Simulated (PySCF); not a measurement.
# How methods differ on the ionisation energy of Ir⁶⁰⁺

Ir⁶⁰⁺ [Ne] 3s2 3p5 (2P) → Ir⁶¹⁺ [Ne] 3s2 3p4 (3P), as a difference of total energies. All numbers are calculated (PySCF 2.14, the spin-free X2C one-electron Hamiltonian (Gaussian nucleus), in an uncontracted even-tempered set (17 s from 16 bohr⁻², ratio 2.5; 12 p from 21 bohr⁻², ratio 2.5; 4 d from 86 bohr⁻², ratio 2.7; 4 f from 130 bohr⁻², ratio 2.7)). Correlated levels: outer shells: 1s2 frozen; virtual orbitals above 40 to 60 times the deepest correlated orbital energy dropped. The calculations carry no spin-orbit coupling.

```tsv
method	ionisation energy (eV)
UHF	6572.8
LDA	6574.5
PBE	6575.6
PBE0	6575.4
r2SCAN	6576.1
BP86	6576.9
r2SCANh	6575.9
MP2 (outer shells)	6574.0
SCS-MP2 (outer shells)	6573.9
```

Spin-orbit coupling is strong in these open shells (close to jj coupling). The scalar numbers leave it out and a first-order estimate fails, so it can dominate the gap to the real levels.

Breit and QED terms and the two-electron picture change are absent.

For comparison: 6441 ± 10 eV (theoretical estimate listed by NIST; NIST Atomic Spectra Database, ionization energies).
